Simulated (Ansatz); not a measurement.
Geometry optimisation, Ansatz, UKS PBE/def2-SVP.

The input (input.yaml):

```yaml
crystal:
  periodic: [false, false, false]
  atoms:
    - { symbol: Ti, position_ang: [0.020169, -0.124911, 0.69161] }
    - { symbol: Cl, position_ang: [-0.91871, -1.200932, 2.566322] }
    - { symbol: Cl, position_ang: [2.149187, -0.089445, 0.188553] }
    - { symbol: Cl, position_ang: [-1.043898, 1.660988, 0.032933] }
    - { symbol: O, position_ang: [-0.576568, -1.313685, -0.445824] }
    - { symbol: H, position_ang: [-1.405174, -1.530643, -0.88555] }
    - { symbol: F, position_ang: [0.630293, 0.933429, 2.807156] }
magnetization:
  spin_polarized: true
  initial_magnetization: 1
basis:
  gaussian: { orbitals: def2-SVP }
hamiltonian:
  xc: pbe
relax:
  f_tol: 0.03
  max_steps: 50
```

Command:

```bash
$ ansatz run input.yaml --threads 4 --pin off --max-ram 5120MiB --backend cpu --events-out ev --progress --plain --runs-dir out
```

**Question.** Where does it end, and by what steps?

**Answer.** It converged. The force dipped under the threshold on the way, but the program's further checks kept it going. After 32 steps the energy has fallen by 1.045 eV; H6 moved furthest, 1.24 Å. Parted: Ti1–Cl2 (2.36 → 3.56 Å).

```json
{"step": "0", "energy less start (eV)": "0.0000", "largest force component (eV/Å)": "1.105", "accepted": "yes"}
{"step": "2", "energy less start (eV)": "-0.6737", "largest force component (eV/Å)": "0.442", "accepted": "yes"}
{"step": "4", "energy less start (eV)": "-0.7875", "largest force component (eV/Å)": "0.772", "accepted": "yes"}
{"step": "6", "energy less start (eV)": "-0.8330", "largest force component (eV/Å)": "0.733", "accepted": "yes"}
{"step": "8", "energy less start (eV)": "-0.8725", "largest force component (eV/Å)": "0.161", "accepted": "yes"}
{"step": "10", "energy less start (eV)": "-0.9087", "largest force component (eV/Å)": "0.352", "accepted": "yes"}
{"step": "12", "energy less start (eV)": "-0.9432", "largest force component (eV/Å)": "0.211", "accepted": "yes"}
{"step": "14", "energy less start (eV)": "-0.9516", "largest force component (eV/Å)": "0.046", "accepted": "yes"}
{"step": "16", "energy less start (eV)": "-0.9660", "largest force component (eV/Å)": "0.457", "accepted": "yes"}
{"step": "18", "energy less start (eV)": "-0.9864", "largest force component (eV/Å)": "0.223", "accepted": "yes"}
{"step": "20", "energy less start (eV)": "-0.9989", "largest force component (eV/Å)": "0.182", "accepted": "yes"}
{"step": "22", "energy less start (eV)": "-1.0234", "largest force component (eV/Å)": "0.086", "accepted": "yes"}
{"step": "24", "energy less start (eV)": "-1.0336", "largest force component (eV/Å)": "0.236", "accepted": "yes"}
{"step": "26", "energy less start (eV)": "-1.0404", "largest force component (eV/Å)": "0.165", "accepted": "yes"}
{"step": "28", "energy less start (eV)": "-1.0430", "largest force component (eV/Å)": "0.068", "accepted": "no"}
{"step": "30", "energy less start (eV)": "-1.0448", "largest force component (eV/Å)": "0.021", "accepted": "yes"}
{"step": "32", "energy less start (eV)": "-1.0451", "largest force component (eV/Å)": "0.019", "accepted": "yes"}
```

```xyz
7
Properties=species:S:1:pos:R:3
Ti 0.302 0.287 0.434
Cl -1.643 -1.738 2.620
Cl 2.395 0.232 -0.229
Cl -0.662 2.180 -0.127
O -0.586 -1.065 -0.259
H -1.149 -1.629 0.326
F 0.198 0.068 2.191
```

Whether the end is a true minimum wasn't checked by a vibrational analysis.

Run time: 110 s on 4 threads of Arm Neoverse V2, on a shared host, peak memory 0.28 GiB.
